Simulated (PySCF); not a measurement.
CF₂, SMILES F[C]F (connectivity only; charge and spin as stated), charge +1, multiplicity 2.

Geometry: PBE0-D3(BJ)/def2-TZVP. The isomer is the one that the SMILES or the coordinates give; other isomers of the formula were not compared.

Calculation: r2SCAN/def2-TZVPD (PySCF).

The molecule is in vacuum.

```yaml
total_energy: -237.29892 hartree
point_group: C2v
"α spin, highest occupied and lowest empty level": -17.78 and -12.85 eV
"β spin, highest occupied and lowest empty level": -21.38 and -13.48 eV
dipole_moment_about_the_centre_of_nuclear_charge: 0.99 D
mean_static_polarisability: 11.1 bohr³ (1.65 Å³)
polarisability_principal_values: 8.9, 9.8, 14.7 bohr³
"⟨S²⟩": 0.755 (pure state 0.75)
```
